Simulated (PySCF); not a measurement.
H5NPbSi, SMILES [NH2][Pb][SiH3] (connectivity only; charge and spin as stated), neutral, multiplicity 1.

Coordinates come from a PBE0-D3(BJ)/def2-SVP optimisation. The def2 effective core potentials stand for the cores of Pb; spin–orbit coupling is left out. The values are those of a single conformer.

The numbers are results of PySCF 2.14.0 with TDA-B3LYP/def2-SVPD, not measurements.

Vertical excitations. The molecule is in vacuum. State labels are in the subgroup Cs.

| state | symmetry | energy (eV) | λ (nm) | f | main pairs |
|---|---|---|---|---|---|
| S1 | A" | 2.67 | 464 | 0.003 | HOMO→LUMO 99 % |
| S2 | A' | 4.47 | 277 | 0.068 | HOMO−1→LUMO 84 % |
| S3 | A' | 4.73 | 262 | 0.060 | HOMO→LUMO+1 72 %, HOMO→LUMO+2 18 % |
| S4 | A" | 5.15 | 241 | 0.028 | HOMO−2→LUMO 93 % |
| S5 | A' | 5.35 | 232 | 0.260 | HOMO→LUMO+2 47 %, HOMO→LUMO+3 40 %, HOMO→LUMO+1 8 % |
| S6 | A" | 5.40 | 230 | 0.013 | HOMO−1→LUMO+1 97 % |
| S7 | A' | 5.71 | 217 | 0.276 | HOMO→LUMO+3 49 %, HOMO−3→LUMO 27 %, HOMO→LUMO+2 13 % |
| S8 | A" | 5.81 | 213 | 0.000 | HOMO−4→LUMO 98 % |
| S9 | A' | 5.97 | 208 | 0.398 | HOMO−3→LUMO 66 %, HOMO→LUMO+2 13 % |
| S10 | A" | 6.01 | 206 | 0.004 | HOMO−1→LUMO+2 97 % |
| T1 | A" | 2.12 | 585 | 0 | HOMO→LUMO 99 % |
| T2 | A' | 2.85 | 434 | 0 | HOMO−1→LUMO 99 % |
| T3 | A' | 3.98 | 311 | 0 | HOMO→LUMO+1 96 % |
| T4 | A" | 4.53 | 274 | 0 | HOMO−2→LUMO 89 % |
Triplets are in the Tamm–Dancoff approximation.
